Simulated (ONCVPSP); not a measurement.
**What the settings do to the ONCV potential of Bi (Z = 83)**

Base potential:

```
Element                 : bismuth
Generator               : ONCVPSP 4.0.1
Type                    : optimised norm-conserving Vanderbilt (ONCV)
Functional              : PBE
Relativity              : scalar-relativistic
Frozen core             : [Kr] 4d10 4f14
Valence charge          : 23
Reference configuration : 5s2 5p6 5d10 6s2 6p3
Partial waves           : 5s+6s: rc 1.25 bohr, ncon 4, nbas 8, qcut 8.2 1/bohr, 2 projectors; 5p+6p: rc 1.55 bohr, ncon 3, nbas 6, qcut 8.9 1/bohr, 2 projectors; 5d: rc 1.50 bohr, ncon 4, nbas 8, qcut 12.6 1/bohr, 2 projectors, debl 1.1 Ha
Local potential         : polynomial inside 1.00 bohr (lpopt 5, dvloc0 0 Ha)
Core correction         : Teter function, fcfact 5.75, rcfact 1.7
```

All-electron outer shells of the reference configuration (PBE, scalar-relativistic, ld1.x):

```json
{"shell": "4d", "level (eV)": "-430.06", "outermost node (bohr)": "0.19", "outermost maximum (bohr)": "0.38"}
{"shell": "5s", "level (eV)": "-157.79", "outermost node (bohr)": "0.44", "outermost maximum (bohr)": "0.77"}
{"shell": "4f", "level (eV)": "-152.59", "outermost node (bohr)": "–", "outermost maximum (bohr)": "0.34"}
{"shell": "5p", "level (eV)": "-95.86", "outermost node (bohr)": "0.48", "outermost maximum (bohr)": "0.86"}
{"shell": "5d", "level (eV)": "-27.08", "outermost node (bohr)": "0.51", "outermost maximum (bohr)": "1.03"}
{"shell": "6s", "level (eV)": "-14.48", "outermost node (bohr)": "0.98", "outermost maximum (bohr)": "1.88"}
{"shell": "6p", "level (eV)": "-4.57", "outermost node (bohr)": "1.14", "outermost maximum (bohr)": "2.44"}
```

Cutoffs, loose and tight: the cutoffs (Ha) at which the residual kinetic energy of the hardest occupied pseudo-wave falls to 1 and 0.1 mHa per electron. They do not see the model core or the augmentation charge, which bear on the density cutoff. Test errors are all-electron minus pseudo excitation energies from the reference, over the configurations 5s2 5p6 5d10 6s2 6p2; 5s2 5p6 5d10 6s2 6p1; 5s2 5p6 5d10 6s2 6p0; 5s2 5p5 5d10 6s2 6p3. A dash means not determined; rows that change the core or the reference have their own tests.

| change | outcome | cutoff, loose | cutoff, tight | bound ghosts | GHOST(+) flags above zero | largest test error (meV) |
| --- | --- | --- | --- | --- | --- | --- |
| base | generated | 31 Ha | 95 Ha | none | s | -257 |
| core correction Teter function, fcfact 5.75, rcfact 0.98 | generated | 31 Ha | 95 Ha | none | s | -230 |
| core correction Teter function, fcfact 5.75, rcfact 1.26 | generated | 31 Ha | 95 Ha | none | s | -236 |
| core correction Teter function, fcfact 5.75, rcfact 1.36 | generated | 31 Ha | 95 Ha | none | s | -239 |
| core correction Teter function, fcfact 5.75, rcfact 1.6 | generated | 31 Ha | 95 Ha | none | s | -251 |
| core correction Teter function, fcfact 5.75, rcfact 1.78 | generated | 31 Ha | 95 Ha | none | s | -261 |
| core correction Teter function, fcfact 5.75, rcfact 2.04 | generated | 31 Ha | 95 Ha | none | s | -272 |

Reading the sweep of the rcfact (base included, trends over the rows without a ghost): The loose cutoff stays near 31 Ha. The median size of the test errors (rows with all tests solved) rises from 16.8 meV at 0.98 to 52.8 meV at 2.04.
